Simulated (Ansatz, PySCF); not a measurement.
Reaction (SMILES): [SiH3]C1=CCC=C1 [cyclopenta-1,4-dien-1-ylsilane] + 6 C (CH4) -> 2 C=C (C2H4) + 3 CC (C2H6) + C[SiH3] [methylsilane]
Geometries: B3LYP-D3(BJ)/def2-TZVP minima from Ansatz (a program for electronic structure), one conformer each, not searched for the lowest. Unstable Hartree-Fock reference: [SiH3]C1=CCC=C1.
Geometry of the first species:
```xyz
14

Si     2.1044    -0.0116    -0.0455
C      0.2472     0.0059     0.0008
C     -0.5171     0.8509     0.7271
C     -1.9707     0.5573     0.5039
C     -1.9372    -0.5877    -0.4633
C     -0.6599    -0.8920    -0.7418
H      2.6316    -1.3240     0.4034
H      2.6006     0.2193    -1.4247
H      2.6247     1.0526     0.8441
H     -0.1595     1.6331     1.3814
H     -2.4825     0.2967     1.4383
H     -2.5052     1.4260     0.1005
H     -2.8177    -1.0726    -0.8576
H     -0.3270    -1.6753    -1.4087
```

Wanted: bond separation energy (enthalpy at 298 K, with B3LYP-D3(BJ) rigid-rotor harmonic-oscillator terms from PySCF), in kcal/mol. Cores are frozen in the correlated levels unless marked. Spin-orbit coupling is left out. Non-relativistic unless marked X2C. CBS marks a two-point X^-3 extrapolation of the correlation energy; Hartree-Fock from the larger set. [CCSD(T)-MP2]/basis is that difference in the basis named.

| level | program | bond separation energy (kcal/mol) |
|---|---|---|
| HF/cc-pV(T+d)Z | Ansatz | 16.8 |
| SVWN5/def2-TZVPD | Ansatz | 27.2 |
| revPBE-D3(BJ)/def2-TZVPD | Ansatz + dftd3 | 26.8 |
| PBE0-D3(BJ)/def2-TZVP | Ansatz + dftd3 | 24.9 |
| PBE0/def2-TZVP | Ansatz | 24.0 |
| HSE06-D4/def2-TZVPD | Ansatz + dftd4 | 25.5 |
| HSE06/def2-TZVPD | Ansatz | 24.1 |
| CAM-B3LYP-D3(BJ)/def2-TZVPD | Ansatz + dftd3 | 22.8 |
| LC-wPBE/def2-TZVPD | Ansatz | 23.3 |
| wB97M-V/def2-TZVPD | Ansatz | 23.3 |
| B2GP-PLYP-D4/def2-TZVPD | Ansatz + dftd4 | 25.6 |
| B2PLYP-D3(BJ)/def2-TZVPD | Ansatz + dftd3 | 25.5 |
| MP2/cc-pV(T+d)Z | Ansatz | 29.1 |
| MP2/cc-pwCVTZ | Ansatz | 29.2 |
| RI-MP2/cc-pV(T+d)Z | Ansatz | 29.1 |
| RI-MP2/CBS(cc-pV(T+d)Z,cc-pV(Q+d)Z) | Ansatz | 29.7 |
| SCS-MP2/STO-3G | Ansatz | 26.2 |
| CCSD/aug-cc-pV(D+d)Z | Ansatz | 19.8 |
| CCSD/cc-pV(D+d)Z | Ansatz | 20.4 |
| X2C-CCSD(T)/cc-pVTZ-DK | Ansatz | 23.5 |
| RI-MP2/CBS(cc-pV(T+d)Z,cc-pV(Q+d)Z)+[CCSD(T)-MP2]/cc-pV(T+d)Z | Ansatz | 24.2 |
